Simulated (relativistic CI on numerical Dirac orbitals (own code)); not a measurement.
Ni²⁺ in a cubic cluster: L2,3 absorption with charge transfer

Computed with a charge-transfer multiplet model of a cubic metal-ligand cluster with up to 2 ligand holes, Slater and spin-orbit integrals from Dirac-Coulomb-Breit ions, Slater integrals scaled by 0.7. The ground state mixes d8 with configurations of k ligand holes L, whose averages lie at kΔ + k(k − 1)U_dd/2; a core hole lowers each added d electron by U_cd. 20 K, Lorentzian 0.4 eV and Gaussian 0.3 eV FWHM.

Atomic integrals in eV (Slater integrals scaled, ζ unscaled), ground: F2dd 8.519, F4dd 5.287, zeta_d 0.080; with the core hole: F2dd 8.519, F4dd 5.287, zeta_d 0.103, zeta_core 11.413, F2cd 5.424, G1cd 4.090, G3cd 2.325.

Cluster parameters (eV): Δ = 5.1, U_dd = 6.8, 10Dq = 1.05, 10Dq(ligand) = 1, V(eg) = 1.8, V(t2g) = -0.99, final-state hopping factor = 0.9.

```tsv
Case	n_d	d8	d9L	d10L2	S
U_cd = 6 eV	8.13	0.88	0.12	0.00	1.00
U_cd = 6.6 eV	8.13	0.88	0.12	0.00	1.00
U_cd = 7.8 eV	8.13	0.88	0.12	0.00	1.00
U_cd = 9 eV	8.13	0.88	0.12	0.00	1.00
U_cd = 9.6 eV	8.13	0.88	0.12	0.00	1.00
```

Weights, n_d and S are thermal averages at 20 K. Photon energies count from the first peak over 30 % of the highest in each spectrum, which can be another peak from case to case. The parameters are a model scan and need not match a compound or its usual spin state. Peaks in eV (height, largest 100):
- U_cd = 6 eV: 0.0 (100), 1.8 (25), 17.2 (24), 18.2 (26)
- U_cd = 6.6 eV: 0.0 (100), 1.7 (24), 17.2 (25), 18.2 (25)
- U_cd = 7.8 eV: 0.0 (100), 1.7 (23), 17.2 (25), 18.1 (25)
- U_cd = 9 eV: 0.0 (100), 1.5 (21), 17.2 (25), 18.0 (24)
- U_cd = 9.6 eV: 0.0 (100), 1.4 (19), 4.4 (5), 17.2 (25), 18.0 (24)

Curve for U_cd = 9 eV (points under 2 left out, the grid thinned):

```json
{"E (eV)": "-1.7", "Intensity": "2.1"}
{"E (eV)": "-1.5", "Intensity": "2.6"}
{"E (eV)": "-1.3", "Intensity": "3.5"}
{"E (eV)": "-1.1", "Intensity": "4.9"}
{"E (eV)": "-0.9", "Intensity": "7.4"}
{"E (eV)": "-0.8", "Intensity": "9.5"}
{"E (eV)": "-0.6", "Intensity": "17.4"}
{"E (eV)": "-0.4", "Intensity": "37.7"}
{"E (eV)": "-0.2", "Intensity": "77.6"}
{"E (eV)": "0.0", "Intensity": "100.0"}
{"E (eV)": "0.2", "Intensity": "69.6"}
{"E (eV)": "0.4", "Intensity": "33.1"}
{"E (eV)": "0.6", "Intensity": "16.7"}
{"E (eV)": "0.8", "Intensity": "11.2"}
{"E (eV)": "0.9", "Intensity": "10.6"}
{"E (eV)": "1.1", "Intensity": "12.3"}
{"E (eV)": "1.3", "Intensity": "17.2"}
{"E (eV)": "1.5", "Intensity": "20.7"}
{"E (eV)": "1.7", "Intensity": "16.0"}
{"E (eV)": "1.9", "Intensity": "8.8"}
{"E (eV)": "2.1", "Intensity": "5.1"}
{"E (eV)": "2.3", "Intensity": "3.6"}
{"E (eV)": "2.5", "Intensity": "3.5"}
{"E (eV)": "2.6", "Intensity": "3.6"}
{"E (eV)": "2.8", "Intensity": "3.3"}
{"E (eV)": "3.0", "Intensity": "2.3"}
{"E (eV)": "4.7", "Intensity": "2.9"}
{"E (eV)": "4.9", "Intensity": "3.4"}
{"E (eV)": "5.1", "Intensity": "3.1"}
{"E (eV)": "5.3", "Intensity": "2.1"}
{"E (eV)": "16.5", "Intensity": "3.0"}
{"E (eV)": "16.6", "Intensity": "4.0"}
{"E (eV)": "16.8", "Intensity": "8.2"}
{"E (eV)": "17.0", "Intensity": "17.5"}
{"E (eV)": "17.2", "Intensity": "24.7"}
{"E (eV)": "17.4", "Intensity": "18.6"}
{"E (eV)": "17.6", "Intensity": "12.9"}
{"E (eV)": "17.8", "Intensity": "16.9"}
{"E (eV)": "18.0", "Intensity": "24.1"}
{"E (eV)": "18.2", "Intensity": "18.9"}
{"E (eV)": "18.3", "Intensity": "13.7"}
{"E (eV)": "18.5", "Intensity": "7.3"}
{"E (eV)": "18.7", "Intensity": "5.3"}
{"E (eV)": "18.9", "Intensity": "3.6"}
{"E (eV)": "19.1", "Intensity": "2.3"}
```

For the case U_cd = 7.8 eV, Δ = 5.1 eV is smaller than U_dd = 6.8 eV, the charge-transfer side of the Zaanen-Sawatzky-Allen scheme. With the core hole the configuration with one ligand hole lies at Δ + U_dd − U_cd = 5.9, 5.3, 4.1, 2.9, 2.3 eV from the one without, in the order of the table; where this is negative the screened configuration lies lower, though the effective hopping of about 2.2 eV (from the holes of the mixed ground state) mixes the two strongly wherever it is as large as the gap.
